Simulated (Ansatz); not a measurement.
Start from `[CH3][In]([NH2])[NH2]` and change one element to get `[CH3][Al]([NH2])[NH2]`.

Ansatz, PBE0-D4/def2-TZVP geometries, multiplicity 1. Each molecule was computed in one conformer, which needn't be the lowest.

Elements past krypton have def2 core potentials.

```tsv
property	`[CH3][In]([NH2])[NH2]`
HOMO–LUMO gap (PBE0/def2-TZVPP) / eV	6.09
LUMO energy (ωB97M-V/def2-TZVPP) / eV	1.06
HOMO energy (ωB97M-V/def2-TZVPP) / eV	-8.83
HOMO–LUMO gap (ωB97M-V/def2-TZVPP) / eV	9.90
HOMO energy (B3LYP/def2-TZVPP) / eV	-6.22
LUMO energy (B3LYP/def2-TZVPP) / eV	-0.69
```

Problem. Give the same properties after the change, and the shifts. (Estimate.)

Solution. The calculation gave: 
| property | `[CH3][Al]([NH2])[NH2]` | shift |
| --- | --- | --- |
| HOMO–LUMO gap (PBE0/def2-TZVPP) / eV | 7.09 | 1.00 |
| LUMO energy (ωB97M-V/def2-TZVPP) / eV | 1.73 | 0.67 |
| HOMO energy (ωB97M-V/def2-TZVPP) / eV | -9.14 | -0.31 |
| HOMO–LUMO gap (ωB97M-V/def2-TZVPP) / eV | 10.86 | 0.96 |
| HOMO energy (B3LYP/def2-TZVPP) / eV | -6.50 | -0.28 |
| LUMO energy (B3LYP/def2-TZVPP) / eV | 0.03 | 0.72 |

With PBE0 the HOMO falls by 0.29 eV and the LUMO rises by 0.72 eV, so the gap widens by about 1.01 eV. PBE moves the HOMO by -0.23 eV and ωB97M-V by -0.31 eV.

B3LYP here is the variant with VWN-RPA as its local correlation; programs differ in this.
